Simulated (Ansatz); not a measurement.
One change: `IB1C[SiH2]1` becomes `CB1C[SiH2]1`.

Ansatz, PBE0-D4/def2-TZVP geometries, multiplicity 1. 

Elements past krypton have def2 core potentials.  Spin–orbit coupling is left out; it splits and shifts lone-pair levels of the heavy atoms by tenths of an eV.

```csv
property,`IB1C[SiH2]1`
HOMO energy (PBE0/def2-TZVPP) / eV,-6.72
HOMO–LUMO gap (ωB97M-V/def2-TZVPP) / eV,8.70
HOMO–LUMO gap (PBE/def2-TZVPP) / eV,2.83
size of the dipole moment (PBE/def2-TZVPP) / D,1.24
LUMO energy (B3LYP/def2-TZVPP) / eV,-2.13
HOMO energy (PBE/def2-TZVPP) / eV,-5.68
```

Problem. What does the change do to each property? (An estimate is asked.)

Solution. Ansatz gave: 
```json
{"property": "HOMO energy (PBE0/def2-TZVPP) / eV", "`CB1C[SiH2]1`": "-6.53", "shift": "0.19"}
{"property": "HOMO–LUMO gap (ωB97M-V/def2-TZVPP) / eV", "`CB1C[SiH2]1`": "9.34", "shift": "0.64"}
{"property": "HOMO–LUMO gap (PBE/def2-TZVPP) / eV", "`CB1C[SiH2]1`": "3.35", "shift": "0.52"}
{"property": "size of the dipole moment (PBE/def2-TZVPP) / D", "`CB1C[SiH2]1`": "0.49", "shift": "-0.75"}
{"property": "LUMO energy (B3LYP/def2-TZVPP) / eV", "`CB1C[SiH2]1`": "-1.39", "shift": "0.74"}
{"property": "HOMO energy (PBE/def2-TZVPP) / eV", "`CB1C[SiH2]1`": "-5.51", "shift": "0.17"}
```

With PBE0 the HOMO rises by 0.19 eV and the LUMO rises by 0.78 eV, so the gap widens by about 0.59 eV. PBE moves the HOMO by 0.17 eV and ωB97M-V by 0.15 eV. The zero-point energy changes by 93.9 kJ/mol with +9 modes. Dipoles are sizes alone; their direction can turn.

B3LYP here is the variant with VWN-RPA as its local correlation; programs differ in this.
